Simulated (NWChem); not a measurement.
System: C$_{2}$H$_{2}$O$_{3}$S; SMILES C#CS(=O)(=O)O

Output (shortened):

```
             Northwest Computational Chemistry Package (NWChem) 7.3.0
             --------------------------------------------------------

 C1  symmetry detected

                             Geometry "geometry" -> ""
                             -------------------------

 Output coordinates in angstroms (scale by  1.889725989 to convert to a.u.)

  No.       Tag          Charge          X              Y              Z
 ---- ---------------- ---------- -------------- -------------- --------------
    1 C                    6.0000     0.01317053    -2.52869986     0.02073816
    2 C                    6.0000    -0.00662087    -1.31911128    -0.00153739
    3 S                   16.0000    -0.07795049     0.39672695    -0.11347718
    4 O                    8.0000     0.80336469     0.80945905    -1.18225445
    5 O                    8.0000    -1.45599894     0.79389292    -0.03228745
    6 O                    8.0000     0.60568504     0.82037905     1.28152620
    7 H                    1.0000     0.03009475    -3.60483472     0.04420502
    8 H                    1.0000     1.55340886     0.95422210     1.12035074

 Effective nuclear repulsion energy (a.u.)     312.8543539549

                                 NWChem DFT Module
                                 -----------------

 Summary of "ao basis" -> "ao basis" (spherical)
 ------------------------------------------------------------------------------
       Tag                 Description            Shells   Functions and Types
 ---------------- ------------------------------  ------  ---------------------
 C                         def2-svpd                 8       20   4s2p2d
 S                         def2-svpd                11       27   5s4p2d
 O                         def2-svpd                 9       23   4s3p2d
 H                         def2-svpd                 4        8   2s2p

            General Information
            -------------------
          SCF calculation type: DFT
          Wavefunction type:  closed shell.
          No. of atoms     :     8
          No. of electrons :    54
           Alpha electrons :    27
            Beta electrons :    27
          Charge           :     0
          Spin multiplicity:     1
          Use of symmetry is: off; symmetry adaption is: off
          Maximum number of iterations: 200
          AO basis - number of functions:   152
                     number of shells:    62
          Convergence on energy requested:  1.00D-06
          Convergence on density requested:  1.00D-05
          Convergence on gradient requested:  5.00D-04

              XC Information
              --------------
                  TPSS metaGGA Exchange Functional  1.000
             TPSS03 metaGGA Correlation Functional  1.000

             Grid Information
             ----------------
          Grid used for XC integration:  medium
          Radial quadrature: Mura-Knowles
          Angular quadrature: Lebedev.
          Tag              B.-S. Rad. Rad. Pts. Rad. Cut. Ang. Pts.
          ---              ---------- --------- --------- ---------
          C                   0.70       49          12.0       434
          S                   1.00       88          11.0       590
          O                   0.60       49          12.0       434
          H                   0.35       45          13.0       434
          Grid pruning is: on
          Number of quadrature shells:   423
          Spatial weights used:  Erf1

      Superposition of Atomic Density Guess
      -------------------------------------

 Sum of atomic energies:        -697.68320675

      Non-variational initial energy
      ------------------------------

 Total energy =    -700.551605
 1-e energy   =   -1582.249534
 2-e energy   =     568.843575
 HOMO         =      -0.359186
 LUMO         =       0.005253

   convergence    iter        energy       DeltaE   RMS-Dens  Diis-err
 ---------------- ----- ----------------- --------- --------- ---------
 d= 0,ls=0.0,diis     1   -700.6003448157 -1.01D+03  3.07D-02  2.19D+00
 d= 0,ls=0.0,diis     2   -699.5365351601  1.06D+00  1.99D-02  1.35D+01
 d= 0,ls=0.0,diis     3   -700.8190201338 -1.28D+00  5.28D-03  3.42D-01
 d= 0,ls=0.0,diis     4   -700.8399859106 -2.10D-02  2.30D-03  1.46D-01
 d= 0,ls=0.0,diis     5   -700.8523665838 -1.24D-02  1.17D-03  3.15D-02
  Resetting Diis
 d= 0,ls=0.0,diis     6   -700.8560725828 -3.71D-03  3.63D-04  3.80D-03
 d= 0,ls=0.0,diis     7   -700.8565057309 -4.33D-04  2.73D-04  2.07D-04
 d= 0,ls=0.0,diis     8   -700.8564289638  7.68D-05  1.67D-04  9.33D-04
 d= 0,ls=0.0,diis     9   -700.8565244177 -9.55D-05  4.13D-05  3.40D-05
 d= 0,ls=0.0,diis    10   -700.8565286287 -4.21D-06  1.01D-05  3.05D-06
 d= 0,ls=0.0,diis    11   -700.8565289561 -3.27D-07  4.73D-06  3.58D-07

         Total DFT energy =     -700.856528956114
      One electron energy =    -1582.848639153748
           Coulomb energy =      632.212536993326
    Exchange-Corr. energy =      -63.074780750547
 Nuclear repulsion energy =      312.854353954855

 Numeric. integr. density =       53.999995944007

[...]

                         DFT ENERGY GRADIENTS

    atom               coordinates                        gradient
                 x          y          z           x          y          z
   1 C       0.024889  -4.778550   0.039189   -0.000159   0.016837  -0.000140
   2 C      -0.012512  -2.492759  -0.002905    0.000362  -0.012047  -0.000131
   3 S      -0.147305   0.749705  -0.214441   -0.001977   0.021265  -0.000642
   4 O       1.518139   1.529656  -2.234137   -0.019292  -0.009470   0.023640
   5 O      -2.751439   1.500240  -0.061014    0.030484  -0.009323  -0.002832
   6 O       1.144579   1.550292   2.421733   -0.001014  -0.005465  -0.020183
   7 H       0.056871  -6.812150   0.083535   -0.000047  -0.000383   0.000006
   8 H       2.935517   1.803218   2.117156   -0.008357  -0.001412   0.000282
```

Level: TPSS/def2-SVPD. The geometry was optimised at PBE0/def2-SVP.

**Question.** Which NWChem input produces such a log?

**Answer.** Several could match; the one computed here: the input that was run:
```
start job
memory heap 200 mb stack 900 mb global 1100 mb
geometry units angstroms noautoz
  C      0.007945    -2.523582    -0.015628
  C     -0.013038    -1.313819    -0.010564
  S     -0.121373     0.403285    -0.049764
  O      0.082729     0.830476    -1.415487
  O     -1.256351     0.798464     0.737007
  O      1.187791     0.809175     0.795349
  H      0.027915    -3.599920    -0.016657
  H      1.916386     0.945722     0.168790
end
basis spherical
  * library def2-svpd
end
dft
  xc xtpss03 ctpss03
  iterations 200
end
task dft gradient
```
